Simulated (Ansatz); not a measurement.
Gas-phase reaction in SMILES: [O]B(O)Br → [O-]B(O)Br (an electron is taken up)
Structures are relaxed separately at B3LYP-D3(BJ)/def2-TZVP in Ansatz (an electronic-structure program), one conformer each, not searched for the lowest. Frequencies are from Ansatz.

Quantity: adiabatic electron affinity (0 K, with B3LYP-D3(BJ) harmonic zero-point energies), positive where the reaction releases energy, in eV. Cores are frozen in the correlated levels unless marked. UHF or UKS for open shells. No spin-orbit coupling. Frozen are the shells of the preceding noble gas and the d and f shells that filled before the atom's block. Non-relativistic. Anions need diffuse functions: aug- sets have them; def2-D sets add few; the other sets have none. CBS marks a two-point X^-3 extrapolation of the correlation energy; Hartree-Fock from the larger set. The bracket is a focal-point correction in the basis named.

| level | program | adiabatic electron affinity (eV) |
|---|---|---|
| HF/STO-3G | Ansatz | -2.88 |
| HF/cc-pVTZ | Ansatz | 2.11 |
| HF/aug-cc-pVQZ | Ansatz | 2.22 |
| SVWN5/def2-TZVPD | Ansatz | 3.74 |
| PBE-D3(BJ)/def2-TZVPD | Ansatz + dftd3 | 3.53 |
| revPBE-D4/def2-TZVPD | Ansatz + dftd4 | 3.50 |
| r2SCAN-D3(BJ)/def2-TZVPD | Ansatz + dftd3 | 3.50 |
| PBE0-D4/def2-TZVP | Ansatz + dftd4 | 3.48 |
| HSE06/def2-TZVPD | Ansatz | 3.55 |
| CAM-B3LYP-D4/def2-TZVPD | Ansatz + dftd4 | 3.77 |
| wB97M-V/def2-TZVPD | Ansatz | 3.75 |
| RPA@PBE/cc-pVQZ | Ansatz | 3.87 |
| MP2/cc-pVTZ | Ansatz | 3.97 |
| SCS-MP2/cc-pVDZ | Ansatz | 3.30 |
| CCSD/cc-pVDZ | Ansatz | 2.98 |
| CCSD/aug-cc-pVQZ | Ansatz | 3.75 |
| CCSD/CBS(aug-cc-pVTZ,aug-cc-pVQZ) | Ansatz | 3.81 |
| CCSD(T)/aug-cc-pVDZ | Ansatz | 3.70 |
| CCSD(T)/aug-cc-pVTZ | Ansatz | 3.79 |
| RI-MP2/CBS(aug-cc-pVTZ,aug-cc-pVQZ)+[CCSD(T)-MP2]/aug-cc-pVTZ | Ansatz | 3.93 |
| CCSD(T)/CBS(aug-cc-pVTZ,aug-cc-pVQZ) | Ansatz | 3.93 |
